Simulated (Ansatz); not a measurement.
The cluster Cu3Br4⁻, relaxed as a singlet with RKS PBE-D4/def2-SVPD in Ansatz, starting from the GFN1-xTB geometry. Force threshold 0.02 eV/Å.

The structure comes from a short search, and lower isomers may exist.

Start:

```xyz
7

Cu    0.649   -1.332    0.217
Cu   -1.447    0.179    0.309
Cu    0.758    1.108   -0.653
Br   -0.954    2.564    0.273
Br   -0.590   -0.688   -2.005
Br    2.741   -0.100    0.066
Br   -1.158   -1.731    1.794
```

| step | energy (eV) | largest force component (eV/Å) | SCF passes |
| --- | --- | --- | --- |
| 1 | -414006.3150 | 0.297 | 19 |
| 2 | -414006.3407 | 0.171 | 22 |
| 3 (rejected) | -414006.3209 | 0.241 | 28 |
| 4 | -414006.3563 | 0.031 | 22 |
| 5 | -414006.3568 | 0.004 | 23 |

Force components are those of the run's own axes.

End:

```xyz
7

Cu    0.651   -1.267    0.275
Cu   -1.390    0.194    0.364
Cu    0.760    1.096   -0.570
Br   -0.994    2.575    0.193
Br   -0.596   -0.680   -1.995
Br    2.766   -0.131   -0.009
Br   -1.198   -1.787    1.741
```

By distances, no bond broke or formed. The bond that changes most is Cu1–Br5, from 2.62 to 2.66 Å (atoms count from 1).

No frequencies were taken in this run, so the end may be a saddle point.

Run time 35 s (4 threads of Arm Neoverse V1 on a shared host), peak host memory 0.72 GiB.
